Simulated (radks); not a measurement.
Q: These are the eigenvalues of the occupied orbitals of an atom or ion with whole-number occupations (hartree). Calculated with a radial shooting solver on a logarithmic mesh with Libxc functionals: scalar-relativistic Kohn-Sham, PBE, spin-polarised, spherical densities, point nucleus.

orbital  eigenvalue
1s down   -1026.253
1s up     -1026.253
2s up     -159.0796
2s down   -159.0303
2p up     -143.4275
2p down   -143.3899
3s up     -35.18301
3s down   -35.15906
3p up     -30.06121
3p down   -30.03358
3d up     -22.13601
3d down   -22.09251
4s up     -10.24247
4s down   -10.05712
4p up      -8.62811
4p down    -8.44038
4d up      -6.19784

Which element is it, and in what charge state? The configuration may be excited. Open shells, if any, are filled with parallel spins first.

A: Z = 49, indium, charge +9: In9+ in [Kr] 4d4. The list shows which subshells hold electrons but not how many an open one holds; the 1s level, -1026.3 hartree, gives Z - s = 45.3 by -(Z - s)^2/2, which with screening and relativity narrows Z to a few neighbours, and the depths of the outer levels then fix element, charge and occupations together.
